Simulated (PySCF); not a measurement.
## ³¹P chemical shifts

[PySCF 2.14: structure optimised with GFN2-xTB; shielding tensors at PBE0/pcSseg-1 (GIAO); one conformer; no relativistic terms; rapidly exchanging positions averaged; isolated molecule]

Shieldings were converted by a linear fit to measured shifts: ³¹P: δ = 270.09 − 0.828σ (rms 18.1 ppm, 64 shifts vs H3PO4, solution or neat liquid). A few per cent of atoms miss by over 2 rms, more outside the fitted compound classes.

(1) Give the ³¹P shifts of `C[C@@H]1C[P@]1(=O)C(C)(C)C`, `CC[C@@H]1CC[C@H](C)[P@H]1=O`, `CC[C@@H]1C[P@@]1(=O)C(C)C`, `C[C@@H]1CCC[P@@H](=O)[C@@H]1C`, `C[C@@H]1CC[P@@H](=O)C[C@H]1C`, `CP(C)(=O)C1CCCC1`, `CC(C)(C)[C@@H]1CC[P@@H]1=O`.

(2) Order these by ³¹P shift, lowest first.
A. CC(C)(C)[P@H](=O)C1CC1
B. OCP1CCCCCC1
C. C=C(C)[P@@](C)(=O)CCC
D. CC(C)C[P@@H](C)=O

Answers

(1) 
| compound | environment | δ (ppm) |
| --- | --- | --- |
| C[C@@H]1C[P@]1(=O)C(C)(C)C | phosphorus bonded to 3 C, O, in a 3-membered ring | -30.9 |
| CC[C@@H]1CC[C@H](C)[P@H]1=O | phosphorus bonded to 2 C, O, H, in a 5-membered ring | 46.3 |
| CC[C@@H]1C[P@@]1(=O)C(C)C | phosphorus bonded to 3 C, O, in a 3-membered ring | -38.9 |
| C[C@@H]1CCC[P@@H](=O)[C@@H]1C | phosphorus bonded to 2 C, O, H, in a 6-membered ring | 0.4 |
| C[C@@H]1CC[P@@H](=O)C[C@H]1C | phosphorus bonded to 2 C, O, H, in a 6-membered ring | 4.1 |
| CP(C)(=O)C1CCCC1 | phosphorus bonded to 3 C, O | 18.7 |
| CC(C)(C)[C@@H]1CC[P@@H]1=O | phosphorus bonded to 2 C, O, H, in a 4-membered ring | 11.5 |

(2) B (-44.8 ppm, phosphorus bonded to 3 C, in a 7-membered ring), D (-5.3 ppm, phosphorus bonded to 2 C, O, H), C (13.8 ppm, phosphorus bonded to 3 C, O), A (39.4 ppm, phosphorus bonded to 2 C, O, H).
